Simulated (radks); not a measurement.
Q: All-electron atom: Ga28+ in 1s1 2s1 3s1 (not the ground configuration). All-electron calculation, scalar-relativistic Kohn-Sham, PW91, spin-polarised, spherical densities, finite nucleus; open shells are filled with parallel spins first; Fermi nuclear charge, rms radius 3.9973 fm. Program: a radial shooting solver on a logarithmic mesh with Libxc functionals. Some entries of the table are withheld. Estimate them.

| orbital | occ. | eigenvalue (Ry) | r(max) (bohr) | <r> (bohr) |
|---|---|---|---|---|
| 1s up | 1 | -940.7252 | 0.03142 | 0.04767 |
| 2s up | 1 | (1) | 0.1682 | (2) |
| 3s up | 1 | -96.37050 | 0.4288 | 0.4454 |

A: 
(1) 2s up eigenvalue (Ry): -224.2006
(2) 2s up <r> (bohr): 0.1940
